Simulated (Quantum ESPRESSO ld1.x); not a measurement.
All-electron atom: the selenium ion Se+ in [Ar] 3d9 4s2 4p4 (not the ground configuration).

All-electron calculation, Dirac Kohn-Sham, revPBE, spin-unpolarised, spherical densities, point nucleus; open shells are shared between the two j in proportion to 2j + 1. Program: ld1.x of Quantum ESPRESSO 7.5.

Energy parts (eV):
| part | energy |
|---|---|
| total | -66067.3 |
| kinetic | 67656.7 |
| electron-nucleus | -158833.5 |
| Hartree | 27480.9 |
| exchange-correlation | -2371.3 |

Orbitals (lengths in bohr, moments of r in powers of bohr):
| orbital | occ. | eigenvalue (eV) | <r> |
|---|---|---|---|
| 1s1/2 | 2 | -12526.9 | 0.04408 |
| 2s1/2 | 2 | -1633.22 | 0.1956 |
| 2p1/2 | 2 | -1467.52 | 0.1685 |
| 2p3/2 | 4 | -1425.78 | 0.1723 |
| 3s1/2 | 2 | -236.606 | 0.5691 |
| 3p1/2 | 2 | -179.851 | 0.5756 |
| 3p3/2 | 4 | -173.837 | 0.5857 |
| 3d3/2 | 3.6 | -76.1415 | 0.6059 |
| 3d5/2 | 5.4 | -75.1953 | 0.6097 |
| 4s1/2 | 2 | -29.5577 | 1.672 |
| 4p1/2 | 1.33333 | -17.5715 | 1.972 |
| 4p3/2 | 2.66667 | -17.0526 | 2.006 |

The highest occupied level is 4p3/2 at -17.053 eV. The density falls to 0.001 e/bohr^3 at r = 3.86 bohr.
